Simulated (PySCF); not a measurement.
HLiO. Atoms are numbered in the order given.

```xyz
3

Li     0.0000     0.0000     1.2649
O      0.0000     0.0000    -0.3159
H      0.0000     0.0000    -1.2677
```
Charge 0, spin multiplicity 1.

Geometry: B3LYP-D3(BJ)/def2-TZVPD. The isomer is the one that the SMILES or the coordinates give; other isomers of the formula were not compared.

All values below come from PySCF with r2SCAN/def2-TZVPD.

The molecule is in vacuum.

Estimate the frontier levels, gap, dipole moment and polarisability. (Estimate from the structure and the level; the computed values follow.)


* **highest occupied level**: -4.97 eV
* **lowest empty level**: -0.72 eV
* **orbital gap**: 4.24 eV
* **dipole moment**: 4.53 D
* **quadrupole, principal values (traceless, Buckingham form, about the centre of nuclear charge)**: -5.58, -5.58, 11.16 D·Å
* **mean static polarisability**: 18.7 bohr³ (2.77 Å³)
* **polarisability, principal values**: 18.3, 18.3, 19.5 bohr³
